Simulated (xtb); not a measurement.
CH2NS, charge +2, doublet, geometry from GFN2-xTB of the parent state (a state made from the parent by changing its charge; the spin is typed, not shown lowest); GFN0-xTB run with xtb.

xtb was given this input:
```
$ xtb mol.xyz --gfn 0 --chrg 2 --uhf 1 --json

# file mol.xyz
5

N     -1.58263000    -0.00053854     0.04940306
C     -0.36981097    -0.48496081     0.00133664
S      1.09135866     0.15905915    -0.03072676
H     -1.79109446     0.99541301     0.07687985
H     -2.37336827    -0.62682478     0.06090696
```

Output, abridged:

```
   ID    Z sym.   atoms
    1    7 N      1
    2    6 C      2
    3   16 S      3
    4    1 H      4, 5

           -------------------------------------------------
          |                Calculation Setup                |
           -------------------------------------------------

           -------------------------------------------------
          |                 G F N 0 - x T B                 |
           -------------------------------------------------

          ...................................................
          :                      SETUP                      :
          :.................................................:
          :  # basis functions                  22          :
          :  # atomic orbitals                  21          :
          :  # shells                           11          :
          :  # electrons                        15          :
          :  electronic temp.          300.0000000     K    :
          :  accuracy                    1.0000000          :
          :  -> integral cutoff          0.2500000E+02      :
          :  -> integral neglect         0.1000000E-07      :
          ...................................................

         :::::::::::::::::::::::::::::::::::::::::::::::::::::
         ::                     SUMMARY                     ::
         :::::::::::::::::::::::::::::::::::::::::::::::::::::
         :: total energy              -5.375886417761 Eh    ::
         :: gradient norm              0.099185678291 Eh/a0 ::
         :: HOMO-LUMO gap              1.892124913071 eV    ::
         ::.................................................::
         :: H0 energy                 -8.620611338311 Eh    ::
         :: repulsion energy           0.101735053269 Eh    ::
         :: electrostat energy         3.155773199561 Eh    ::
         :: -> Gsolv                   0.000000000000 Eh    ::
         ::    -> Gsasa                0.000000000000 Eh    ::
         ::    -> Gshift               0.000000000000 Eh    ::
         :: dispersion energy         -0.000580264683 Eh    ::
         :: short-range corr.         -0.012203067597 Eh    ::
         :: add. restraining           0.000000000000 Eh    ::
         :: total charge               2.000000000000 e     ::
         :::::::::::::::::::::::::::::::::::::::::::::::::::::

           -------------------------------------------------
          |                Property Printout                |
[...]
        14                         -0.0440892              -1.1997
        15                         -0.0432396              -1.1766
        16                          0.0006861               0.0187
        17                          0.0618187               1.6822
        18                          0.2325242               6.3273
        19                          0.2536242               6.9015
       ...                                ...                  ...
        21                          0.8727870              23.7497
      -------------------------------------------------------------
                  HL-Gap            0.0695343 Eh            1.8921 eV
             Fermi-level            0.0000000 Eh            0.0000 eV

     #   Z          covCN         q      C6AA      α(0)
     1   7 N        2.670    -0.827    42.557     9.767
     2   6 C        1.886     0.709    18.144     6.872
     3  16 S        1.016     0.701   113.901    18.054
     4   1 H        0.860     0.690     0.182     0.669
     5   1 H        0.860     0.727     0.164     0.634

 Mol. C6AA /au·bohr⁶  :        494.721041
 Mol. C8AA /au·bohr⁸  :      17133.845637
 Mol. α(0) /au        :         35.996065

Wiberg/Mayer (AO) data.
largest (>0.10) Wiberg bond orders for each atom

 ---------------------------------------------------------------------------
     #   Z sym  total        # sym  WBO       # sym  WBO       # sym  WBO
 ---------------------------------------------------------------------------
     1   7 N    3.746 --     2 C    1.604     5 H    0.950     4 H    0.921
                             3 S    0.272
     2   6 C    3.804 --     3 S    2.185     1 N    1.604
     3  16 S    2.515 --     2 C    2.185     1 N    0.272
     4   1 H    0.964 --     1 N    0.921
     5   1 H    0.979 --     1 N    0.950
 ---------------------------------------------------------------------------

Topologies differ in total number of bonds
Writing topology from bond orders to xtbtopo.mol

 dipole moment from electron density (au)
     X       Y       Z
  -0.9190   0.0498   0.0297  total (Debye):    2.340

           -------------------------------------------------
          | TOTAL ENERGY               -5.375886417761 Eh   |
          | GRADIENT NORM               0.099185678291 Eh/α |
          | HOMO-LUMO GAP               1.892124913071 eV   |
           -------------------------------------------------

normal termination of xtb
```
